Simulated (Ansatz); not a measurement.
A barrier at the coupled-cluster level

Start structure (AlH4OF3, singlet), relaxed at PBE0-D4/def2-TZVP:

| atom | x (Å) | y (Å) | z (Å) |
| --- | --- | --- | --- |
| Al1 | -0.2176 | -1.0796 | 0.1433 |
| H2 | -1.3410 | -0.1215 | 0.7838 |
| F3 | -0.7627 | -2.0516 | -1.0693 |
| F4 | 0.8990 | -1.6971 | 1.1995 |
| H5 | 0.5451 | 1.1390 | -0.5545 |
| O6 | 0.9018 | 0.2345 | -0.6980 |
| H7 | -1.1301 | 1.2893 | 0.4846 |
| F8 | -0.7199 | 2.0809 | 0.1338 |
| H9 | 1.8254 | 0.2061 | -0.4232 |

The step: AlH₃OF₂ ([OH2][AlH]([F])[F]) + HF → AlH₂OF₃ ([OH2][Al]([F])([F])[F]) + H₂; bonds formed: Al1–F8, H2–H7; bonds broken: Al1–H2, H7–F8. Ansatz 0.2.0; basis: def2-TZVPP and def2-QZVPP; cores frozen in the correlated methods. Extrapolation: Hartree–Fock as exp(−7.88 √X), correlation as X^−2.97. Energies below are by CCSD(T) at an estimated basis limit (MP2 extrapolated from triple and quadruple zeta, plus CCSD(T) − MP2 in triple zeta).

What are the electronic barrier and the energy of the step, from the start structure to the end structure? (To be estimated.)

Computed: Barrier 0.542 eV; step energy -1.413 eV (downhill); reverse barrier, their difference, 1.954 eV. Barrier and step energy count from the start structure, the reverse barrier from the end structure.

The saddle point: One imaginary mode of 391i cm⁻¹.
```tsv
pair	start (Å)	saddle (Å)	end (Å)
Al1–F8	3.20	2.08	1.66
H2–H7	1.46	1.17	0.75
Al1–H2	1.61	1.69	2.56
H7–F8	0.96	1.05	2.77
```

Zero-point energy (harmonic, PBE0-D4): ZPE is 1.386 eV at the start and 1.314 eV at the saddle, so the barrier goes from 0.542 to 0.469 eV.

No T1 diagnostic of these runs exceeds 0.012.

Labels in which every atom is bracketed show which atoms are joined, not bond orders.

For scale, one of the runs: CCSD(T)/def2-TZVPP, 222 basis functions, launched by `ansatz run in.yaml --threads 4 --pin off --events-out ev --progress --plain --max-ram 9574MiB`. The run took 110 s on 4 CPU threads of an Arm Neoverse V2 (shared host), with 3.8 GiB of host memory at its peak.
